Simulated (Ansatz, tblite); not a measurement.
Forces on Cu₅H₆ at its r2SCAN-D4/def2-SVP geometry. The state is a doublet with charge 0.

The xTB rows come from tblite. No other spin state of charge 0 was run. Another isomer (doublet) lies 0.15 eV lower at PBE0-D4/def2-TZVP; other spin states weren't run for this one.

GFN1-xTB (tblite), largest force 0.76 eV/Å:

```xyz
11
positions Å, forces eV/Å
Cu    1.912    1.040    1.073    0.593    0.315    0.352
Cu    1.278   -0.873   -0.092    0.328   -0.280   -0.208
Cu   -0.709   -1.672   -1.042   -0.163   -0.499   -0.354
Cu   -2.027    0.156   -0.440   -0.589    0.105   -0.152
Cu   -0.343    1.393    0.620   -0.193    0.439    0.016
H    -2.276   -1.247   -1.248    0.164    0.047    0.224
H     2.673   -0.297    0.649   -0.338    0.052   -0.009
H     0.894    2.226    1.396   -0.084   -0.318   -0.105
H     0.753   -2.287   -0.816   -0.101    0.080    0.129
H    -0.158    0.055   -0.523    0.310    0.209    0.063
H    -1.998    1.506    0.424    0.074   -0.150    0.045
```

GFN2-xTB (tblite), largest force 1.82 eV/Å:

```
Cu 0.343 0.150 0.285
Cu 0.407 -0.187 -0.216
Cu -0.100 -1.702 -0.641
Cu -1.729 0.552 0.089
Cu -0.114 0.521 0.015
H -0.253 -0.128 -0.185
H 0.164 0.196 0.145
H 0.282 0.037 0.099
H -0.043 -0.100 -0.028
H 1.146 0.670 0.430
H -0.103 -0.010 0.007
```

PBE-D4/def2-TZVP (Ansatz), largest force 0.54 eV/Å:

```
Cu 0.427 0.231 0.234
Cu 0.397 -0.345 -0.099
Cu -0.111 -0.435 -0.256
Cu -0.507 0.100 -0.077
Cu -0.194 0.465 0.156
H -0.056 -0.025 -0.041
H 0.068 -0.056 -0.009
H -0.030 0.073 0.034
H 0.052 -0.039 -0.026
H -0.021 -0.040 0.083
H -0.025 0.069 0.001
```
